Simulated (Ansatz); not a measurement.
Species: Co, charge 2, quartet.

Total energies in cc-pwCVTZ-DK, 15 correlated electrons, 5 frozen orbitals. Radicals and triplets start from unrestricted determinants; spin-orbit coupling is neglected. The -DK rows use spin-free X2C, correlate 3s3p of the metal (1s2s2p frozen) and give its partners the cc-pVXZ-DK valence sets. Open-shell metal atoms are single determinants, not pure terms.

```csv
method,program,energy (Eh),minus CCSDT(Q) (mEh)
HF,Ansatz,-1391.06172,614.97
MP2,Ansatz,-1391.68847,-11.78
CCSD,Ansatz,-1391.66551,11.19
CCSD(T),Ansatz,-1391.67700,-0.30
CCSDT(Q),Ansatz,-1391.67669,0.00
```

Ansatz is a first-principles code.
